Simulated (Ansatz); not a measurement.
Born–Oppenheimer molecular dynamics of CH₃NaOSi (7 atoms, charge 0, multiplicity 1). It starts from a relaxed structure.

Level of theory: RKS PBE0-D4/6-31G in Ansatz 0.2.0.

```
ensemble        : NVT, Langevin thermostat
time step       : 0.5 fs
steps asked     : 300
set temperature : 1000 K
friction        : 0.01 /fs
seed            : 763087
```

Frames 2.5 fs apart, positions in Å, forces in eV/Å.

Velocities at 105 fs (Å/ps):

```
Na 14.24 7.84 -5.38
O -1.76 -6.28 0.02
C 14.87 5.59 -10.72
Si 1.83 -13.49 -8.57
H -11.49 7.17 -0.51
H 25.63 6.38 13.28
H -59.00 -3.82 42.52
```

```xyz
7
Properties=species:S:1:pos:R:3:forces:R:3 time_fs=105 energy_less_start_eV=0.411 T=1461
Na -0.955 -1.558 1.022 -0.12 0.00 0.07
O 1.104 -1.248 0.515 0.22 -1.95 1.68
C 1.109 -0.117 -0.019 -1.54 0.19 -2.10
Si -0.506 0.717 -0.646 0.06 0.44 2.11
H 2.082 0.280 -0.234 0.82 1.04 0.07
H -1.470 -0.443 -0.961 0.32 -0.40 -0.27
H -0.063 1.327 -1.857 0.24 0.67 -1.57
7
Properties=species:S:1:pos:R:3:forces:R:3 time_fs=107.5 energy_less_start_eV=0.570 T=1186
Na -0.922 -1.536 1.012 -0.28 -0.07 0.21
O 1.101 -1.267 0.513 0.81 0.19 0.48
C 1.142 -0.108 -0.051 -2.73 -1.60 -0.95
Si -0.503 0.685 -0.666 0.77 0.17 3.56
H 2.089 0.332 -0.222 1.33 0.89 0.09
H -1.404 -0.445 -0.932 -0.40 -1.15 -0.52
H -0.188 1.350 -1.815 0.51 1.57 -2.87
7
Properties=species:S:1:pos:R:3:forces:R:3 time_fs=110 energy_less_start_eV=0.350 T=1229
Na -0.892 -1.515 1.008 -0.46 -0.19 0.36
O 1.101 -1.286 0.505 1.27 1.73 -0.46
C 1.163 -0.104 -0.087 -1.12 -1.88 -0.32
Si -0.491 0.658 -0.678 1.08 1.11 1.22
H 2.148 0.408 -0.214 -0.49 -0.27 0.38
H -1.373 -0.517 -0.919 -0.22 -0.75 -0.54
H -0.273 1.444 -1.900 -0.05 0.25 -0.65
7
Properties=species:S:1:pos:R:3:forces:R:3 time_fs=112.5 energy_less_start_eV=0.465 T=976
Na -0.868 -1.501 1.007 -0.62 -0.28 0.47
O 1.104 -1.302 0.493 1.51 2.65 -1.13
C 1.174 -0.104 -0.127 -0.13 -2.17 0.54
Si -0.473 0.637 -0.689 0.29 1.44 -0.80
H 2.172 0.465 -0.173 -1.23 -0.85 0.27
H -1.349 -0.626 -0.954 0.29 0.14 -0.39
H -0.358 1.536 -2.021 -0.12 -0.92 1.04
7
Properties=species:S:1:pos:R:3:forces:R:3 time_fs=115 energy_less_start_eV=0.608 T=800
Na -0.844 -1.493 1.004 -0.75 -0.35 0.53
O 1.109 -1.304 0.477 1.64 2.69 -1.38
C 1.186 -0.114 -0.163 -0.18 -2.28 1.17
Si -0.457 0.619 -0.700 -0.56 1.17 -1.62
H 2.147 0.486 -0.120 -0.82 -0.76 0.02
H -1.319 -0.729 -1.008 0.58 0.76 -0.21
H -0.457 1.569 -2.087 0.09 -1.23 1.49
7
Properties=species:S:1:pos:R:3:forces:R:3 time_fs=117.5 energy_less_start_eV=0.497 T=876
Na -0.822 -1.486 0.998 -0.87 -0.36 0.55
O 1.115 -1.290 0.463 1.70 1.67 -1.19
C 1.196 -0.140 -0.196 -1.04 -1.83 1.34
Si -0.441 0.603 -0.714 -1.06 0.73 -1.67
H 2.082 0.480 -0.065 0.50 -0.09 -0.14
H -1.238 -0.786 -1.073 0.47 0.87 -0.09
H -0.547 1.526 -2.062 0.29 -0.99 1.20
7
Properties=species:S:1:pos:R:3:forces:R:3 time_fs=120 energy_less_start_eV=0.408 T=972
Na -0.802 -1.482 0.992 -0.97 -0.34 0.53
O 1.124 -1.265 0.449 1.48 -0.62 -0.30
C 1.200 -0.172 -0.215 -0.59 0.33 0.96
Si -0.426 0.588 -0.729 -1.21 0.03 -0.83
H 2.050 0.466 0.014 0.72 0.14 -0.45
H -1.147 -0.790 -1.141 0.21 0.59 0.00
H -0.617 1.433 -1.983 0.36 -0.13 0.09
7
Properties=species:S:1:pos:R:3:forces:R:3 time_fs=122.5 energy_less_start_eV=0.680 T=689
Na -0.782 -1.481 0.988 -1.02 -0.31 0.51
O 1.139 -1.243 0.439 1.17 -3.36 1.02
C 1.205 -0.202 -0.222 0.69 3.59 0.24
Si -0.415 0.569 -0.748 -0.87 -0.93 0.98
H 2.056 0.471 0.077 0.03 -0.27 -0.94
H -1.054 -0.767 -1.218 -0.15 -0.03 -0.03
H -0.663 1.354 -1.890 0.15 1.30 -1.77
7
Properties=species:S:1:pos:R:3:forces:R:3 time_fs=125 energy_less_start_eV=0.813 T=633
Na -0.765 -1.477 0.984 -1.02 -0.31 0.51
O 1.159 -1.229 0.434 1.02 -4.81 1.84
C 1.215 -0.207 -0.220 0.62 4.79 -0.65
Si -0.405 0.544 -0.761 -0.84 -0.28 0.85
H 2.047 0.464 0.071 0.46 0.07 -0.85
H -0.968 -0.744 -1.292 -0.46 -0.76 -0.17
H -0.717 1.341 -1.893 0.23 1.32 -1.53
7
Properties=species:S:1:pos:R:3:forces:R:3 time_fs=127.5 energy_less_start_eV=0.589 T=876
Na -0.748 -1.471 0.980 -1.03 -0.35 0.51
O 1.184 -1.232 0.439 1.15 -3.22 1.12
C 1.237 -0.186 -0.215 -0.58 2.48 -0.58
Si -0.401 0.522 -0.774 -1.41 0.67 -0.95
H 2.063 0.450 -0.002 1.44 0.80 -0.35
H -0.919 -0.763 -1.399 -0.26 -0.52 0.01
H -0.740 1.393 -1.987 0.69 0.14 0.23
7
Properties=species:S:1:pos:R:3:forces:R:3 time_fs=130 energy_less_start_eV=0.444 T=1209
Na -0.733 -1.464 0.975 -1.02 -0.39 0.53
O 1.212 -1.243 0.454 1.36 -0.27 -0.21
C 1.262 -0.152 -0.209 -0.05 0.27 0.27
Si -0.402 0.503 -0.790 -1.59 0.63 -1.90
H 2.163 0.461 -0.109 0.32 0.03 -0.18
H -0.892 -0.819 -1.512 0.13 0.21 0.43
H -0.725 1.443 -2.065 0.84 -0.48 1.07
7
Properties=species:S:1:pos:R:3:forces:R:3 time_fs=132.5 energy_less_start_eV=0.487 T=1145
Na -0.716 -1.459 0.969 -1.00 -0.39 0.52
O 1.243 -1.256 0.467 1.50 2.06 -1.15
C 1.290 -0.116 -0.198 0.89 -1.37 0.48
Si -0.406 0.488 -0.810 -1.23 0.01 -1.77
H 2.288 0.456 -0.232 -1.24 -0.72 0.22
H -0.854 -0.881 -1.623 0.40 0.80 0.79
H -0.635 1.446 -2.062 0.69 -0.38 0.92
```

Of the whole run (150 fs, mean temperature of the second half 1066 K): A run of 0.15 ps of so small a system gives no equilibrium averages. The orbitals stay closed-shell, which can raise the energy where a bond breaks towards radicals; this wasn't checked here. Limits of this set-up: no polarisation functions.

Run time: 14 min on 1 thread of Arm Neoverse V1, with other jobs on the host, peak memory 0.11 GiB.
